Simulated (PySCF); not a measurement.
## Effect of structural changes

Computed, not measured: PySCF, GIAO KT3/pcSseg-1 magnetisability, rotational g tensor and spin-rotation constants, non-relativistic, gas phase. Geometry: GFN2-xTB.

Each molecule in one low-energy conformer.

(1) How does the isotropic susceptibility change along this series?
- C=C[C@@H](CC)C(=O)Cl (F replaced by vinyl)
- C=C[C@@H](C)[C@H](F)C(=O)Cl (H replaced by vinyl)
- CC(C)[C@@H](F)C(=O)Cl (H replaced by CH3)
- C[C@@H](F)[C@H](F)C(=O)Cl (H replaced by F)
- CC[C@H](OC)C(=O)Cl (F replaced by OCH3)

Results:

(1) 
```tsv
molecule	χ, cgs (10⁻⁶ cm³/mol)	magnetisability anisotropy (10⁻³⁰ J/T²)
C=C[C@@H](CC)C(=O)Cl	-76.5	165
C=C[C@@H](C)[C@H](F)C(=O)Cl	-80.5	177
CC(C)[C@@H](F)C(=O)Cl	-77.4	156
C[C@@H](F)[C@H](F)C(=O)Cl	-67.9	199
CC[C@H](OC)C(=O)Cl	-77.4	214
```
The isotropic susceptibility is lowest for C=C[C@@H](C)[C@H](F)C(=O)Cl and highest for C[C@@H](F)[C@H](F)C(=O)Cl.
